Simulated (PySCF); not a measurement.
In(Cl)2(OMe) (CH₃Cl₂InO), SMILES C[O][In]([Cl])[Cl]. Coordinates come from a r2SCAN-D4/def2-SVP optimisation. The structure was generated by enumeration; whether it is a known compound was not checked. The def2 effective core potentials stand for the cores of In; spin–orbit coupling is left out. Other conformers were not sampled.

Question: Give the equilibrium geometry at r2SCAN-D4/def2-SVP (PySCF confirms it by a frequency run) as a Z-matrix. (An estimate is asked for; the answer gives what the named calculation found.)

Answer: One answer among several that fit: 
```
O
C 1 1.4143
H 2 1.1046 1 108.85
H 2 1.1058 3 107.91 1 120.04
H 2 1.1064 3 107.63 4 115.97
In 1 1.9834 2 121.47 3 -135.00
Cl 6 2.3239 1 120.64 2 -176.41
Cl 6 2.3412 1 118.19 2 5.21
```
